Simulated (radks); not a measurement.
Task: The mean radii <r> (bohr) of the occupied orbitals of an atom or ion are listed with their occupations. All-electron calculation, scalar-relativistic Kohn-Sham, PBE, spin-unpolarised, spherical densities, point nucleus. Program: a radial shooting solver on a logarithmic mesh with Libxc functionals.

| orbital | occ. | <r> |
|---|---|---|
| 1s | 2 | 0.02001 |
| 2s | 2 | 0.08487 |
| 2p | 6 | 0.07542 |
| 3s | 2 | 0.2210 |
| 3p | 6 | 0.2203 |
| 3d | 10 | 0.1999 |
| 4s | 2 | 0.4968 |
| 4p | 6 | 0.5268 |
| 4d | 10 | 0.5678 |
| 5s | 2 | 1.187 |
| 5p | 6 | 1.379 |
| 4f | 11 | 0.7160 |
| 6s | 2 | 3.100 |
| 6p | 1 | 3.883 |

Name the element and its charge.

Result: Z = 69, thulium, charge +1: Tm+ in [Xe] 4f11 6s2 6p1. The 1s radius gives Z: for a bare nucleus <r> = (2 gamma + 1)/(2Z) with gamma = sqrt(1 - (Z/c)^2), 0.01977 bohr for Z = 69, and screening makes it slightly larger (0.02001 here). The occupations add up to 68, and the charge is Z minus that.
